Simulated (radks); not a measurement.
Q: Successive ionisation energies (eV) of one element, from differences of total energies of ions in their ground configurations, starting at charge 0: 7.871, 15.039, 22.792, 44.136, 55.992, 87.549, 104.96, 122.97, 141.51, 160.48, 186.16, 206.80, 227.87, 249.33, 271.10, 376.93, 402.04, 427.12, 458.97, 485.27, 511.52, 656.60. All-electron calculation, scalar-relativistic Kohn-Sham, exchange-only LDA, spin-polarised, spherical densities, point nucleus; open shells are filled with parallel spins first (spin-orbit coupling, left out, can overturn this in heavy ions). Program: a radial shooting solver on a logarithmic mesh with Libxc functionals. Which element is it?

A: Bismuth (Z = 83). The first species listed is Bi in [Hg] 6p3, the last Bi21+ in [Kr] 4d10 4f14 5s2.
